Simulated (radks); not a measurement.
Task: Ionisation ladder of lanthanum, from La to La21+. Each ion is in the ground configuration listed by NIST, and IE = E(next ion) - E(this ion). Method: non-relativistic Kohn-Sham, LDA (Slater exchange, Perdew-Wang correlation), spin-unpolarised, spherical densities, point nucleus; relativity is left out, which matters for an element this heavy; computed with a radial shooting solver on a logarithmic mesh with Libxc functionals.

species      configuration  IE, Delta-SCF (eV)  -e(HOMO) (eV)  HOMO  <r> HOMO (bohr)
La            [Xe] 5d1 6s2               5.142          3.600    6s             4.56
La+               [Xe] 5d2              11.367          7.623    5d             2.82
La2+              [Xe] 5d1                   ?         15.332    5d             2.53
La3+                  [Xe]              50.658         44.617    5p             1.77
La4+     [Kr] 4d10 5s2 5p5              63.099         56.792    5p             1.72
La5+     [Kr] 4d10 5s2 5p4              76.034         69.489    5p             1.68
La6+     [Kr] 4d10 5s2 5p3              89.411         82.653    5p             1.64
La7+     [Kr] 4d10 5s2 5p2              103.18         96.234    5p             1.60
La8+     [Kr] 4d10 5s2 5p1              117.26         110.17    5p             1.57
La9+         [Kr] 4d10 5s2              148.83         141.15    5s             1.44
La10+        [Kr] 4d10 5s1              164.13         156.51    5s             1.42
La11+            [Kr] 4d10              279.49         265.12    4d            0.743
La12+             [Kr] 4d9              308.74         294.00    4d            0.731
La13+             [Kr] 4d8              338.72         323.61    4d            0.719
La14+             [Kr] 4d7              369.42         353.95    4d            0.708
La15+             [Kr] 4d6                   ?         384.99    4d            0.698
La16+             [Kr] 4d5                   ?         416.72    4d            0.688
La17+             [Kr] 4d4              465.58         449.11    4d            0.678
La18+             [Kr] 4d3                   ?         482.15    4d            0.669
La19+             [Kr] 4d2              532.94         515.84    4d            0.660
La20+             [Kr] 4d1              567.55         550.14    4d            0.652
La21+                 [Kr]              695.73         677.86    4p            0.635

Estimate the withheld Delta-SCF values.

Result: La2+: 19.660 eV (NIST 19.177); La15+: 400.80 eV (NIST 393); La16+: 432.86 eV (NIST 431); La18+: 498.94 eV (NIST 498).

Beside tabulated values, note that spin-unpolarised runs miss the spin-polarisation part of the exchange energy of open shells.
